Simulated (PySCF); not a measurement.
# Working out the ionisation energy of Si⁺

Si⁺ [Ne] 3s2 3p1 (2P) → Si²⁺ [Ne] 3s2 (1S). Computed with PySCF 2.14 in 6-31G*, with no relativity, point nucleus. Frozen: [Ne]. Energies in hartree (1 hartree = 27.21139 eV):

```json
{"part": "UHF", "Si⁺ (lower)": "-288.550522", "Si²⁺ (upper)": "-287.969083"}
{"part": "CCSD correlation", "Si⁺ (lower)": "-0.051092", "Si²⁺ (upper)": "-0.043642"}
{"part": "(T)", "Si⁺ (lower)": "-0.000558", "Si²⁺ (upper)": "0.000000"}
```

Task: What does Hartree-Fock give?

Result: (-287.969083) − (-288.550522) = 0.581439 hartree = 15.822 eV.

Task: What do CCSD and CCSD(T) give?

Result: The CCSD correlation energies differ by 0.007450 hartree = 0.203 eV and the triples by 0.000558 hartree = 0.015 eV, so CCSD gives 16.025 eV and CCSD(T) 16.040 eV.

Measured between the centres of the two terms (NIST): 16.322 eV, so CCSD(T) (valence) is off by -0.282 eV.

What remains against the reference includes basis incompleteness, the frozen core and higher excitations.
